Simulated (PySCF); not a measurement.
## How methods differ on the excitation energy of Ba⁺

Ba⁺ [Xe] 6s1 (2S) → Ba⁺ [Xe] 5d1 (2D), as a difference of total energies. Computed with PySCF 2.14 in ANO-RCC-VTZP (8s7p4d2f1g, 72 functions), with the spin-free X2C one-electron Hamiltonian (Gaussian nucleus). Correlated levels: valence and next inner shell: [Kr] 4d10 frozen. The calculations carry no spin-orbit coupling.

| method | excitation energy (eV) | error (eV) |
| --- | --- | --- |
| UHF | 0.924 | +0.260 |
| LDA | 0.771 | +0.107 |
| PBE | 0.604 | -0.060 |
| PBE0 | 0.601 | -0.063 |
| r2SCAN | 0.475 | -0.189 |
| BLYP | 0.715 | +0.051 |
| revPBE | 0.529 | -0.135 |
| MP2 (valence and next inner shell) | 0.910 | +0.246 |
| SCS-MP2 (valence and next inner shell) | 0.888 | +0.224 |

Reference: 0.664 eV (measured; NIST levels, between the centres of gravity of the two terms).

Errors of the correlated levels include the incompleteness of this basis and the frozen core.
